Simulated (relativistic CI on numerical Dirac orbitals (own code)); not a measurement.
## d8 in a ligand field

Computed with a parametric ligand-field model of a d^n configuration (Racah B and C, spin-orbit zeta, crystal field), exact diagonalisation.

Field parameters in Wybourne normalisation: Oh B⁴₀ = 21Dq, B⁴₄ = √(5/14) B⁴₀. The field is a parameter set, without covalency.

B = 660 cm⁻¹, C = 2580 cm⁻¹ (C/B = 3.91), Oh, no spin-orbit coupling. Tanabe-Sugano data, E/B above the lowest term (Δ = |10Dq|; b, c mark the second and third term of a kind):

```
 Δ/B   3A2    3T2    3T1     1E    1T2    1A1
 1.0  0.00   1.00   1.79  13.54  14.21  20.59
 3.0  0.00   3.00   5.29  14.39  16.82  21.94
 5.0  0.00   5.00   8.68  14.82  19.24  23.07
 7.0  0.00   7.00  11.92  15.06  21.53  24.02
 9.0  0.00   9.00  15.00  15.21  23.74  24.82
11.0  0.00  11.00  17.92  15.31  25.89  25.49
13.0  0.00  13.00  20.68  15.38  28.01  26.05
15.0  0.00  15.00  23.29  15.44  30.10  26.53
17.0  0.00  17.00  25.79  15.48  32.17  26.94
19.0  0.00  19.00  28.19  15.51  34.24  27.29
21.0  0.00  21.00  30.51  15.54  36.29  27.60
23.0  0.00  23.00  32.78  15.56  38.33  27.87
25.0  0.00  25.00  35.00  15.58  40.36  28.11
27.0  0.00  27.00  37.18  15.60  42.40  28.32
29.0  0.00  29.00  39.34  15.62  44.42  28.51
31.0  0.00  31.00  41.47  15.63  46.45  28.68
33.0  0.00  33.00  43.58  15.64  48.47  28.83
35.0  0.00  35.00  45.68  15.65  50.49  28.97
37.0  0.00  37.00  47.77  15.66  52.50  29.10
39.0  0.00  39.00  49.84  15.67  54.52  29.21
41.0  0.00  41.00  51.91  15.67  56.53  29.31
43.0  0.00  43.00  53.97  15.68  58.55  29.41
45.0  0.00  45.00  56.03  15.69  60.56  29.50
47.0  0.00  47.00  58.08  15.69  62.57  29.58
```

The ground term stays 3A2.
